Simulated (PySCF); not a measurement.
**Working out the ionisation energy of Cl⁺**

Cl⁺ [Ne] 3s2 3p4 (3P) → Cl²⁺ [Ne] 3s2 3p3 (4S). All numbers are calculated (PySCF 2.14, the spin-free X2C one-electron Hamiltonian (Gaussian nucleus), in cc-pVTZ-DK). Frozen: [Ne]. Energies in hartree (1 hartree = 27.21139 eV):

```csv
part,Cl⁺ (lower),Cl²⁺ (upper)
UHF,-460.462207,-459.632801
CCSD correlation,-0.147763,-0.115658
(T),-0.004186,-0.003164
```

**Question.** What does Hartree-Fock give?

**Answer.** (-459.632801) − (-460.462207) = 0.829406 hartree = 22.569 eV.

**Question.** What do CCSD and CCSD(T) give?

**Answer.** The CCSD correlation energies differ by 0.032105 hartree = 0.874 eV and the triples by 0.001022 hartree = 0.028 eV, so CCSD gives 23.443 eV and CCSD(T) 23.471 eV.

Measured between the centres of the two terms (NIST): 23.771 eV, so CCSD(T) (valence) is off by -0.300 eV.

What remains against the reference includes basis incompleteness, the frozen core and higher excitations.
